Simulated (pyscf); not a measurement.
**H₂C⁻–CH₂–NH₂ (SMILES [CH2-]CN), singlet**

Gas-phase minimum from PySCF at ωB97X-D3(BJ)/def2-SVPD, one conformer. H₂C⁻–CH₂–NH₂ lies 9.4 kcal/mol over its isomer H₃C–CH₂–NH⁻, and others may lie lower still (electronic energy, ωB97M-D3(BJ)). 

```xyz
9

C     -0.0702     0.6022    -2.1593
C     -0.9730     0.4861    -0.9615
N     -1.2786     1.7225    -0.1282
H      0.9245     0.9954    -1.8425
H     -0.4948     1.3417    -2.8786
H     -1.9681     0.0966    -1.2541
H     -0.5702    -0.2456    -0.2335
H     -1.6221     2.4123    -0.7991
H     -0.3639     2.1012     0.1242
```
Charge -1, spin multiplicity 1.

Bonds (Å): C1–C2 1.504, C1–H4 1.116, C1–H5 1.116, C2–N3 1.522, C2–H6 1.108, C2–H7 1.108, N3–H8 1.022, N3–H9 1.022. Bond angles (°): C2–C1–H4 109.6, C2–C1–H5 109.6, H4–C1–H5 106.8, C1–C2–N3 119.6, C1–C2–H6 110.8, C1–C2–H7 110.9, N3–C2–H6 104.5, N3–C2–H7 104.5, H6–C2–H7 105.5, C2–N3–H8 104.9, C2–N3–H9 104.9, H8–N3–H9 102.3.

Properties at ωB97X-D3(BJ)/def2-SVPD:

Harmonic wavenumbers, unscaled: 212, 376, 423, 753, 773, 867, 1010, 1012, 1099, 1255, 1294, 1350, 1425, 1454, 1625, 2917, 2954, 2977, 3018, 3484, 3552 cm⁻¹
Zero-point energy: 48.4 kcal/mol
Rotational symmetry number: 1
Entropy of this conformer at 298 K and 1 atm, rigid rotor and harmonic oscillator, modes under 100 cm⁻¹ raised to 100: 270.4 J/(mol K)
Dipole moment: depends on origin

Single-point totals, which compare only within one level (frozen core for MP2 and CC):

| level | total energy (hartree) |
|---|---|
| ωB97X-D3(BJ)/def2-TZVPD | -134.62167 |
| PBE/def2-TZVPD | -134.38140 |
| r²SCAN/def2-TZVPD | -134.47238 |
| B3LYP-D3(BJ)/def2-TZVPD | -134.57608 |
| PBE0-D3(BJ)/def2-TZVPD | -134.39517 |
| M06-2X/def2-TZVPD | -134.48748 |
| ωB97M-D3(BJ)/def2-TZVPD | -134.59255 |
| HF/def2-TZVPPD | -133.62302 |
| MP2/def2-TZVPPD | -134.22408 |
| CCSD/def2-TZVPPD | -134.25080 |
| CCSD(T)/def2-TZVPPD | -134.27804 |

The CCSD(T) − MP2 part came from Ansatz, without density fitting, on the same reference.
